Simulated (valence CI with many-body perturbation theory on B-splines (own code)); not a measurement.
# E1 line list for Mg VII

Calculated by valence CI with perturbative core correlation (CI+MBPT): four valence electrons over a frozen Dirac-Fock core [He], radial functions for each j: 11 s, 11 p, 9 d, 7 f, 5 g, 2 h, 1 i, with the one-electron correlation potential Σ1, the two-electron term Σ2, the three-electron term Σ3, Breit, model QED; selected CI, second order for the rest, scaled by the run's own slope (own B-spline code, finite nucleus).

Against 44 measured levels this calculation errs by 138 cm⁻¹ on average and by 327 at most. These come from a selection out of NIST levels in Kelleher and Podobedova, J. Phys. Chem. Ref. Data 37, 267 (2008). Levels without a partner in it may be off by more. Among the levels kept, up to 260 cm⁻¹ of a level comes from second order outside the variational space, and about a tenth of that is noise between levels of different J, which matters for small intervals.

Lines 201 to 250 of 265 in falling wavelength, among levels below 1300100 cm⁻¹, chosen from the strongest by gf and those to the six lowest levels. Wavelengths and rates use the calculated energies, so an error of 100 cm⁻¹ moves a line at 85.05 Å by 0.0085 % and its rate by three times that or more. Electric multipoles are in the length gauge, E1 and E2 with the static RPA response of the core. Weak lines are less certain than strong ones. Lines between different terms over intervals too small for the method are left out, as are lines whose strength nearly cancels. The highest levels of a list are the least certain.

Names give the largest LS component (configuration and term), which can be under half, so a name can repeat, a term be missing and a line seem to break the LS rules; names also repeat where a configuration has a term twice.

```tsv
λ vac (Å)	λ from measured levels	Upper	Lower	A (s⁻¹)	log gf	Branch %
85.05	85.05	2s2 2p 3d 3F°_2	2s2 2p2 3P_2	1.15e+09	-2.20	1.9
84.92		2s2 2p 3d 3F°_3	2s2 2p2 3P_2	3.09e+09	-1.63	73.0
84.92	84.92	2s2 2p 3d 3F°_2	2s2 2p2 3P_1	7.92e+07	-3.37	0.1
84.90		2s2 2p 3d 1D°_2	2s2 2p2 3P_2	1.93e+08	-2.98	0.2
84.86		2s 2p2 3p 3D°_1	2s2 2p2 1S_0	1.91e+07	-4.21	0.0
84.77		2s2 2p 3d 1D°_2	2s2 2p2 3P_1	3.39e+09	-1.74	3.0
84.12	84.12	2s2 2p 3d 3D°_1	2s2 2p2 3P_2	2.83e+09	-2.04	0.7
84.10	84.09	2s2 2p 3d 3D°_2	2s2 2p2 3P_2	4.16e+10	-0.66	9.8
84.03	84.02	2s2 2p 3d 3D°_3	2s2 2p2 3P_2	4.37e+11	0.51	99.9
84.01		2s 2p2 3p 3P°_1	2s2 2p2 1S_0	8.94e+06	-4.55	0.0
84.00	83.99	2s2 2p 3d 3D°_1	2s2 2p2 3P_1	1.43e+11	-0.34	32.9
83.97	83.96	2s2 2p 3d 3D°_2	2s2 2p2 3P_1	3.82e+11	0.30	90.0
83.92	83.91	2s2 2p 3d 3D°_1	2s2 2p2 3P_0	2.89e+11	-0.04	66.2
83.77	83.76	2s2 2p 3d 3P°_2	2s2 2p2 3P_2	2.53e+11	0.12	96.5
83.75	83.73	2s 2p2 3p 3S°_1	2s2 2p2 1D_2	3.00e+07	-4.02	0.0
83.72	83.72	2s2 2p 3d 3P°_1	2s2 2p2 3P_2	1.12e+11	-0.45	44.1
83.65	83.64	2s2 2p 3d 3P°_2	2s2 2p2 3P_1	6.75e+09	-1.45	2.6
83.59	83.59	2s2 2p 3d 3P°_1	2s2 2p2 3P_1	1.03e+11	-0.49	40.4
83.57	83.56	2s2 2p 3d 3P°_0	2s2 2p2 3P_1	2.49e+11	-0.58	99.8
83.52	83.51	2s2 2p 3d 3P°_1	2s2 2p2 3P_0	3.87e+10	-0.92	15.2
83.33		2s 2p2 3p 5D°_1	2s2 2p2 1D_2	3.90e+04	-6.91	0.0
83.29		2s 2p2 3p 5D°_2	2s2 2p2 1D_2	2.50e+03	-7.89	0.0
82.82		2s 2p2 3p 5P°_1	2s2 2p2 1D_2	5.48e+04	-6.77	0.0
82.79		2s 2p2 3p 5P°_2	2s2 2p2 1D_2	7.27e+02	-8.43	0.0
82.73	82.72	2s2 2p 3d 1F°_3	2s2 2p2 3P_2	1.54e+07	-3.96	0.0
82.72		2s 2p2 3p 5P°_3	2s2 2p2 1D_2	1.14e+05	-6.09	0.0
82.66	82.65	2s2 2p 3d 1P°_1	2s2 2p2 3P_2	3.14e+07	-4.02	0.0
82.53	82.53	2s2 2p 3d 1P°_1	2s2 2p2 3P_1	2.45e+08	-3.13	0.1
82.46	82.45	2s2 2p 3d 1P°_1	2s2 2p2 3P_0	6.93e+08	-2.67	0.2
81.79		2s 2p2 3p 3D°_1	2s2 2p2 1D_2	3.24e+05	-6.01	0.0
81.73	81.71	2s 2p2 3p 3D°_2	2s2 2p2 1D_2	6.66e+06	-4.48	0.0
81.65	81.63	2s 2p2 3p 3D°_3	2s2 2p2 1D_2	4.77e+07	-3.48	0.1
81.40		2s 2p2 3p 5S°_2	2s2 2p2 1D_2	4.21e+04	-6.68	0.0
81.16	81.14	2s 2p2 3p 3S°_1	2s2 2p2 3P_2	5.41e+10	-0.80	52.5
81.04	81.02	2s 2p2 3p 3S°_1	2s2 2p2 3P_1	3.54e+10	-0.98	34.4
81.00		2s 2p2 3p 3P°_1	2s2 2p2 1D_2	2.05e+07	-4.22	0.0
80.97	80.95	2s 2p2 3p 3S°_1	2s2 2p2 3P_0	1.24e+10	-1.44	12.1
80.96		2s 2p2 3p 3P°_2	2s2 2p2 1D_2	2.22e+07	-3.96	0.0
80.77		2s 2p2 3p 5D°_1	2s2 2p2 3P_2	4.05e+07	-3.93	10.0
80.72		2s 2p2 3p 5D°_2	2s2 2p2 3P_2	4.86e+06	-4.62	1.3
80.67		2s 2p2 3p 5D°_0	2s2 2p2 3P_1	2.50e+07	-4.61	6.5
80.66		2s 2p2 3p 5D°_3	2s2 2p2 3P_2	7.39e+04	-6.30	0.0
80.65		2s 2p2 3p 5D°_1	2s2 2p2 3P_1	1.10e+06	-5.49	0.3
80.61		2s 2p2 3p 5D°_2	2s2 2p2 3P_1	2.55e+06	-4.91	0.7
80.58		2s 2p2 3p 5D°_1	2s2 2p2 3P_0	7.08e+05	-5.68	0.2
80.29		2s 2p2 3p 5P°_1	2s2 2p2 3P_2	1.57e+08	-3.34	19.1
80.26		2s 2p2 3p 5P°_2	2s2 2p2 3P_2	1.52e+06	-5.14	0.3
80.19		2s 2p2 3p 5P°_3	2s2 2p2 3P_2	1.70e+08	-2.94	26.2
80.17		2s 2p2 3p 5P°_1	2s2 2p2 3P_1	1.01e+08	-3.53	12.3
80.14		2s 2p2 3p 5P°_2	2s2 2p2 3P_1	5.45e+07	-3.58	10.2
```

(1) How does gf follow from A for the line at 82.72 Å?

## Answers

(1) gf = 1.4992 × (2J+1)_upper × A / σ², with σ = 1208845 cm⁻¹ and 2J+1 = 7: gf = 8.16e-07.
